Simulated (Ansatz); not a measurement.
Geometry optimisation, RKS PBE/6-31G* (Ansatz 0.2.0).

input.yaml

```yaml
crystal:
  periodic: [false, false, false]
  atoms:
    - { symbol: O, position_ang: [1.6579, 0.3867, 0.9064] }
    - { symbol: C, position_ang: [0.5079, 0.6135, 0.1267] }
    - { symbol: C, position_ang: [0.41995, 1.2142, -1.06726] }
    - { symbol: Si, position_ang: [-0.81407, 1.7097, 0.22059] }
    - { symbol: Cl, position_ang: [-0.19236, 3.6493, 0.49543] }
    - { symbol: H, position_ang: [1.3589, 0.6434, 1.8147] }
    - { symbol: H, position_ang: [1.26714, 1.59414, -1.60134] }
    - { symbol: H, position_ang: [-2.08496, 1.62383, -0.59972] }
basis:
  gaussian: { orbitals: "6-31G*" }
hamiltonian:
  xc: pbe
relax:
  f_tol: 0.015
  max_steps: 40
```

Launched with:

```bash
$ ansatz run input.yaml --threads 1 --pin off --max-ram 2048MiB --backend cpu --events-out ev --progress --plain --runs-dir out
```

**Question.** Where does it end, and by what steps?

**Answer.** The forces met the threshold. After 8 steps the energy has fallen by 1.825 eV; Cl5 moved furthest, 0.69 Å.

```tsv
step	energy less start (eV)	largest force component (eV/Å)	accepted
0	0.0000	3.915	yes
1	-0.8860	2.209	yes
2	-1.4632	0.787	yes
3	-1.7166	0.559	yes
4	-1.7825	0.847	yes
5	-1.7669	1.103	no
6	-1.8244	0.105	yes
7	-1.8252	0.030	yes
8	-1.8253	0.011	yes
```

```xyz
8
Properties=species:S:1:pos:R:3
O 1.623 0.207 0.961
C 0.756 0.952 0.245
C 0.701 1.338 -1.059
Si -0.678 2.019 -0.103
Cl -0.777 4.015 0.505
H 1.286 0.155 1.879
H 1.303 1.197 -1.960
H -2.094 1.552 -0.172
```

Time of the run: 34 s on 1 thread of Arm Neoverse V1, with other jobs on the host, peak memory 0.14 GiB.
